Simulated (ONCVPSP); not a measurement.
Which change was made? (Ir, ONCV)

Ir, optimised norm-conserving Vanderbilt (ONCV), made with ONCVPSP 4.0.1 (PBEsol, scalar-relativistic). Core [Kr] 4d10 4f14, reference 5s2 5p6 5d7 6s1.5 (charge +0.5). Waves: 5s+6s: rc 1.75 bohr, ncon 4, nbas 9, qcut 8.4 1/bohr, 3 projectors, debl 3.1 Ha; 5p: rc 1.45 bohr, ncon 4, nbas 7, qcut 10.1 1/bohr, 3 projectors, debl 0.5 Ha; 5d: rc 2.25 bohr, ncon 4, nbas 9, qcut 5.4 1/bohr, 2 projectors, debl 0.8 Ha. Local part: polynomial inside 1.25 bohr (lpopt 5, dvloc0 0 Ha). Core correction: none.

In the p channel the program set the typed energies aside and used -2.159, 0.250, 0.750 Ha.

Cutoffs, loose and tight: the cutoffs (Ha) at which the residual kinetic energy of the hardest occupied pseudo-wave falls to 1 and 0.1 mHa per electron. They do not see the model core or the augmentation charge, which bear on the density cutoff. Test errors are all-electron minus pseudo excitation energies from the reference, over the configurations 5s2 5p6 5d7 6s2; 5s2 5p6 5d7 6s1; 5s2 5p6 5d7 6s0; 5s1 5p6 5d7 6s2; variants that change the core or the reference have their own tests.

The base gives: outcome: generated, projector energies reset by the program; cutoff, loose: 34 Ha; cutoff, tight: 40 Ha; bound ghosts: none; GHOST(+) flags above zero: s; largest test error (meV): -495.

Q: After one change the result is: outcome: failed: ERROR pspot: first pseudo wave function has node, program will stop. Which change was it?
A. s: qcut 5.9
B. s: qcut 12.6
C. s: qcut 11.1

A: C. The others give: s: qcut 12.6 → outcome: generated, projector energies reset by the program; cutoff, loose: 49 Ha; cutoff, tight: 55 Ha; bound ghosts: none; GHOST(+) flags above zero: s; largest test error (meV): -1110 | s: qcut 5.9 → outcome: generated, projector energies reset by the program; cutoff, loose: 34 Ha; cutoff, tight: 40 Ha; bound ghosts: none; GHOST(+) flags above zero: s; largest test error (meV): -765.
